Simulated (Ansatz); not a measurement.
Consider the redistribution: `CO[SiH](O)[GaH2]` + `O[SiH](Cl)Cl` → `[Cl][GaH2]` + `CO[Si@@H](O)[Si@@H](O)Cl`.

Computed with Ansatz on PBE0-D4/def2-TZVP structures; ΔE is electronic, products minus reactants. CBS: MP2 limit from def2 TZ/QZ plus the TZ coupled-cluster correction, frozen cores. This one scheme is used for every species. For Ga outer-core shells are correlated without core-valence functions, which leaves a few kJ/mol of doubt a bond. Scalar relativity is left out up to krypton. One conformer a species, not always the lowest.

| species | MP2/CBS(def2) energy (Eh) |
| --- | --- |
| `CO[SiH](O)[GaH2]` | -2405.62067 |
| `O[SiH](Cl)Cl` | -1285.09919 |
| `[Cl][GaH2]` | -2384.91657 |
| `CO[Si@@H](O)[Si@@H](O)Cl` | -1305.80404 |

**Question.** Work out ΔE.

**Answer.** ΔE = (-2384.91657) + (-1305.80404) − (-2405.62067) − (-1285.09919) = -0.00075 Eh = -0.5 kcal/mol. CCSD(T)/CBS gives -1.2 kcal/mol.

Largest T1 diagnostic among the species: 0.013.

In def2-TZVPP, CCSD(T) changes the Hartree–Fock value by +3.0 kcal/mol (the triples alone add +0.2 kcal/mol) and MP2 by +3.8 kcal/mol.
